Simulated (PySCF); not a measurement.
Ligand exchange on a metal centre used in film growth or etching (Ta OH-NH2). Gas-phase values, no solvent. One relaxed conformer stands for each flexible species; it need not be the lowest.

The numbers are results of PBE-D3(BJ)/def2-TZVP // BP86-D3(BJ)/def2-SVP (PySCF 2.14.0), not measurements. All candidates: neutral, multiplicity 1. 

LUMO: -1.55 eV
HOMO–LUMO gap: 3.91 eV
HOMO: -5.46 eV

**Question.** Say which member has these values.
(A) [Ta(OH)2(NH2)3]
(B) [Ta(OH)5]
(C) [Ta(OH)3(NH2)2]
(D) [Ta(OH)(NH2)4]

**Answer.** C, [Ta(OH)3(NH2)2]. The others give [Ta(OH)(NH2)4]: -1.42 eV, 3.69 eV, -5.11 eV; [Ta(OH)5]: -1.82 eV, 5.08 eV, -6.91 eV; [Ta(OH)2(NH2)3]: -1.25 eV, 4.11 eV, -5.35 eV
